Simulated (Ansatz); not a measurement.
Computed with Ansatz.

A structure relaxed at PBE0-D4/def2-TZVP, charge 0, multiplicity 1:

```xyz
16

Si   -1.513   -2.043    0.678
Si   -0.619   -0.651   -0.984
N     0.429    0.559   -0.319
Si    2.137    0.481   -0.577
Ge   -0.282    1.927    0.711
H    -2.228   -1.225    1.698
H    -2.475   -3.022    0.102
H    -0.423   -2.789    1.366
H    -1.734   -0.026   -1.752
H     0.194   -1.469   -1.931
H     2.768    1.561    0.231
H     2.694   -0.831   -0.148
H     2.493    0.681   -2.008
H    -1.809    1.764    0.654
H     0.147    3.279    0.120
H     0.220    1.804    2.159
```

Q: Give its formula and SMILES.

A: GeH11NSi3, `[SiH3][SiH2][N]([SiH3])[GeH3]`.

Q: Point group (tolerance 0.08 Å, 0.16 Å for H)?

A: C1.

Q: Summarise the bond lengths by kind.

A: 1 × Si–Si 2.345 Å; 8 × H–Si 1.488 to 1.492 Å; 2 × N–Si 1.729 to 1.734 Å; 1 × Ge–N 1.854 Å; 3 × Ge–H 1.537 to 1.538 Å.
